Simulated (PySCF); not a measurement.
# Converging GeCl⁺ in the basis (CCSD(T))

PySCF, RHF reference; singlet, unpaired electrons none; De to Ge⁺ + Cl without counterpoise correction. Frozen cores follow the default of each basis and core potential.

```json
{"basis": "cc-pVDZ-PP/cc-pV(D+d)Z", "relativity": "scalar-relativistic core potentials", "functions": "46", "Re (Å)": "2.082", "ωe (cm⁻¹)": "499", "De (eV)": "4.17", "frozen orbitals": "9"}
{"basis": "def2-SVP", "relativity": "no relativity", "functions": "50", "Re (Å)": "2.076", "ωe (cm⁻¹)": "506", "De (eV)": "4.28", "frozen orbitals": "14"}
{"basis": "def2-TZVPPD", "relativity": "no relativity", "functions": "105", "Re (Å)": "2.063", "ωe (cm⁻¹)": "513", "De (eV)": "4.56", "frozen orbitals": "14"}
```

Task: How does each smaller set differ from the one with most functions, def2-TZVPPD?

Result: cc-pVDZ-PP/cc-pV(D+d)Z: +1.9 pm, -2.7 % in ωe, -0.39 eV in De; def2-SVP: +1.3 pm, -1.4 % in ωe, -0.28 eV in De. All at CCSD(T); the set with most functions is neither the basis-set limit nor always the best. The rows treat relativity differently, so the differences are not basis effects alone.

Correlated steps freeze the inner cores (9 to 14 orbitals); shallow outer-core shells are correlated. Correlated levels converge slowly with the basis: in double zeta they bind strong bonds too weakly, by up to about 1 eV, and carry superposition errors of some tenths. For an ion De counts to the pair picked by the measured ionisation energies or electron affinities, which need not be the lowest pair at this level. Where the molecule has an RHF reference, its open-shell atoms are computed with UHF.
